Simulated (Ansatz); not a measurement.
Gas-phase electronic energies from Ansatz, PBE0-D4/def2-TZVP geometries. CBS: MP2 limit from def2 TZ/QZ plus the TZ coupled-cluster correction, frozen cores. DFT in def2-TZVPP. B3LYP here is the variant with VWN-RPA as its local correlation; programs differ in this. One conformer a species, not always the lowest.

Consider the ligand exchange at the Si–O bond: `F[SiH2]O[SiH2][SiH3]` + `O[SiH](O)O` → `O[SiH](O)O[SiH2]F` + `O[SiH2][SiH3]`.

| level | ΔE (eV) |
| --- | --- |
| B3LYP-D4 | 0.03 |
| CCSD/def2-TZVPP | 0.03 |
| HF/def2-QZVPP | 0.00 |
| CCSD/CBS(def2) | 0.03 |

(1) What does CCSD(T)/CBS give? (An estimate is asked.)

Largest T1 diagnostic among the species: 0.012.

Answers

(1) Ansatz gave: +0.03 eV. The listed levels differ from it by 0.00, 0.00, -0.03, 0.00 eV.
